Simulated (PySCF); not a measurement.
# Unknown compound

The spectra below were simulated for a compound C₆H₅F₃O.

$^{1}$H NMR (400 MHz, computed): δ 6.11 (m, 1H), 5.98 (m, 1H), 2.05 (m, 3H).

$^{13}$C{$^{1}$H} NMR (computed): δ 232.9 (C), 187.1 (C), 126.0 (C), 99.6 (CH), 94.6 (CH), 16.3 (CH3).

- structure optimised with GFN2-xTB
- shieldings: GIAO PBE0/pcSseg-1
- program: PySCF
- no solvent model, one averaged value for each set of equivalent atoms, single conformer, no relativistic terms

Chemical shifts δ = σref − σ; $^{1}$H (σref 31.72), $^{13}$C (σref 186.93) vs TMS, all at this level.

Question: Which of these isomers gave the spectra?
A. FC1=C(C(F)F)CC=CO1
B. CC=C=CC(=O)C(F)(F)F
C. FC(F)(F)OC1=CCC=C1
D. C=C1OC(C)=C1C(F)(F)F
E. FC(F)(F)C1=CCC=CO1
F. Cc1cocc1C(F)(F)F

Answer: B. 

1. The formula gives 3 degrees of unsaturation (no ring in the answer).
2. 6 carbon signals for 6 carbons: no two carbons are equivalent.
3. Carbon types of the structure: 3 × C, 2 × CH, 1 × CH3, which accounts for all hydrogens.
4. δC 232.9: central carbon of an allene; the central sp carbon of an allene is among the most deshielded carbons of hydrocarbons.
5. δC 187.1: ketone carbonyl carbon; low-lying n→π* states of the double bond to the heteroatom give a large paramagnetic term (-253 ppm).
6. δC 126.0: CF3 carbon; 3 electronegative neighbours deshield it.
7. δC 99.6, 94.6: terminal carbon of a cumulated C=C=C unit.
8. δH 2.05: hydrogen on an allylic methyl carbon; allylic position.

The others: FC(F)(F)C1=CCC=CO1 would give 4 signals for carbon-bound and other non-exchanging H, not 3; FC(F)(F)OC1=CCC=C1 would give 4 signals for carbon-bound and other non-exchanging H, not 3; Cc1cocc1C(F)(F)F has carbons computed at 148.4, 145.5, 132.6, 128.5, 126.7, 10.3; FC1=C(C(F)F)CC=CO1 would give 4 signals for carbon-bound and other non-exchanging H, not 3; C=C1OC(C)=C1C(F)(F)F has carbons computed at 181.9, 164.8, 129.1, 110.5, 93.9, 16.0, with a different DEPT pattern.

Splittings by $^{19}$F in the carbon and heteronuclear signals aren't shown, as no couplings were computed. Shifts are as computed. Against solution values, carbons near 30 ppm lie about +3 ppm off and those near 130 ppm about +5 ppm (rms about the fit 2.1 ppm; single classes can miss by 10 ppm). Of 1328 compounds with measured shifts, 309 miss one by over three times the rms of a fit or turn the order of signals round; such compounds aren't used in these exercises. Signals without a measured value on file couldn't be tested in this way; 1H shifts scatter by 0.2 ppm about their fit, and single ones miss by 0.5 ppm. No couplings were computed; multiplicities are counted from neighbouring protons, with m where these are inequivalent, close in shift, in a saturated or five-membered ring or joined by F or P, and br s for small geminal =CH2 splittings.
